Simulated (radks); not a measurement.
Values are calculated unless marked as measured or tabulated.
Tc I, configuration [Kr] 4d7 (not the ground configuration).

Level of theory: scalar-relativistic Kohn-Sham, LDA (Slater exchange, Perdew-Wang correlation), spin-polarised, spherical densities, point nucleus; open shells are filled with parallel spins first (spin-orbit coupling, left out, can overturn this in heavy ions) (a radial shooting solver on a logarithmic mesh with Libxc functionals).

Energy parts (Ry):
| part | energy |
|---|---|
| total | -8562.64303 |
| kinetic | 8838.97547 |
| electron-nucleus | -20661.32267 |
| Hartree | 3507.99194 |
| exchange-correlation | -248.28776 |

Orbitals (lengths in bohr, moments of r in powers of bohr; <r^-3> diverges for s and p1/2; r(max) is where P^2 peaks; r(90%) holds 90 % of the orbital's charge):
| orbital | occ. | eigenvalue (Ry) | <r^-3> | r(90%) | r(max) |
|---|---|---|---|---|---|
| 1s down | 1 | -1531.325 | - | 0.0615 | 0.02231 |
| 1s up | 1 | -1531.325 | - | 0.0615 | 0.02231 |
| 2s up | 1 | -218.1567 | - | 0.231 | 0.1263 |
| 2s down | 1 | -218.1340 | - | 0.231 | 0.1263 |
| 2p up | 3 | -195.3451 | 2766 | 0.212 | 0.1009 |
| 2p down | 3 | -195.3274 | 2766 | 0.212 | 0.1008 |
| 3s up | 1 | -37.60316 | - | 0.615 | 0.3728 |
| 3s down | 1 | -37.58698 | - | 0.615 | 0.3728 |
| 3p up | 3 | -30.11627 | 467.8 | 0.630 | 0.3659 |
| 3p down | 3 | -30.09864 | 467.8 | 0.630 | 0.3660 |
| 3d up | 5 | -17.95969 | 62.65 | 0.638 | 0.3109 |
| 3d down | 5 | -17.93598 | 62.65 | 0.637 | 0.3109 |
| 4s up | 1 | -5.03901 | - | 1.55 | 0.9497 |
| 4s down | 1 | -4.92821 | - | 1.55 | 0.9476 |
| 4p up | 3 | -3.00296 | 69.24 | 1.77 | 1.025 |
| 4p down | 3 | -2.88490 | 69.85 | 1.76 | 1.023 |
| 4d up | 5 | -0.26090 | 4.077 | 3.24 | 1.314 |
| 4d down | 2 | -0.15070 | 3.823 | 3.61 | 1.315 |

The highest occupied level is 4d down at -2.050 eV. Summed over all electrons, <r^2> = 51.28 bohr^2, which gives a Langevin (diamagnetic) susceptibility term of -40.6 x 10^-6 cm^3/mol.
